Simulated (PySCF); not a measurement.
Excitation energy of Sb by level of theory

Sb [Kr] 4d10 5s2 5p3 (4S) → Sb [Kr] 4d10 5s2 5p2 5d1 (high-spin determinant), as a difference of total energies. Computed with PySCF 2.14 in aug-cc-pVTZ-DK3 (8s7p5d2f, 68 functions), with scalar relativity by spin-free X2C-1e. Correlated levels: valence: [Kr] 4d10 frozen. The calculations carry no spin-orbit coupling.

```json
{"method": "UHF", "excitation energy (eV)": "7.423"}
{"method": "MP2 (valence)", "excitation energy (eV)": "7.476"}
{"method": "SCS-MP2 (valence)", "excitation energy (eV)": "7.448"}
{"method": "CCSD (valence)", "excitation energy (eV)": "7.101"}
{"method": "CCSD(T) (valence)", "excitation energy (eV)": "6.753"}
```

Task: How much does correlation contribute at CCSD(T) (valence)?

Result: 6.753 − (7.423) = -0.670 eV, measured against UHF.

A first-order spin-orbit estimate (lowest level to lowest level, LS coupling) adds -0.273 eV.

The promoted electron is Rydberg-like, and one or two diffuse shells describe it only roughly, which tends to raise the upper state.

The coupled-cluster amplitudes are large for the upper state (T1 above 0.03 or a double amplitude above 0.15), so a single reference is strained.

The determinant of the upper state mixes LS terms, which raises its energy above the lowest term, most at the Hartree-Fock and MP2 levels.
